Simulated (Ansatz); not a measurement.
Isolated molecules relaxed with PBE0-D4/def2-TZVP in Ansatz; ΔE leaves out vibrations. CCSD(T)/CBS is the MP2 limit (def2-TZVPP, def2-QZVPP) plus CCSD(T) − MP2 in def2-TZVPP, frozen cores. This one scheme is used for every species. DFT in def2-TZVPP. Elements past krypton have def2 core potentials. For Zr outer-core shells are correlated without core-valence functions, which leaves a few kJ/mol of doubt a bond. One conformer a species, not always the lowest.

Consider the formal hydrolysis of a Zr–F bond: `[CH3][Zr]([CH3])([CH3])[F]` + H₂O → `[CH3][Zr]([CH3])([CH3])[OH]` + H–F.

| level | ΔE (kJ/mol) | difference from CCSD(T)/CBS |
| --- | --- | --- |
| revPBE-D4 | 57.3 | 9.7 |
| BLYP-D4 | 57.0 | 9.4 |
| B97M-V | 59.5 | 11.9 |
| B2PLYP | 53.0 | 5.4 |
| PBE | 59.3 | 11.7 |
| PBE0 | 55.8 | 8.2 |
| r2SCANh | 57.4 | 9.8 |
| CAM-B3LYP | 56.0 | 8.4 |
| LC-ωPBE | 57.1 | 9.5 |
| MP2/def2-TZVPP | 42.9 | -4.7 |
| CCSD(T)/CBS | 47.6 | 0 |

Largest T1 diagnostic among the species: 0.015.

The D4 term adds −3.4 kJ/mol with B3LYP and −2.0 kJ/mol with PBE0; it sums over pairs of atoms, weighted by their polarisabilities, and B3LYP, whose exchange is more repulsive, gets the larger term. From r2SCAN to r2SCAN0 (25 % exact exchange), in def2-TZVPP and without D4, ΔE moves by −3.8 kJ/mol. Leaving LDA and LC-ωPBE aside and taking each functional with its dispersion term where it has one, the values, not all of them listed here, spread over 9.7 kJ/mol, from PBE-QIDH to B97M-V. LDA lies −7.9 kJ/mol from PBE without D4.

CCSD(T)/CBS has its own doubt, a few kJ/mol and more with outer-core shells, so smaller differences from it don't rank the levels.

B3LYP here is the variant with VWN-RPA as its local correlation; programs differ in this.
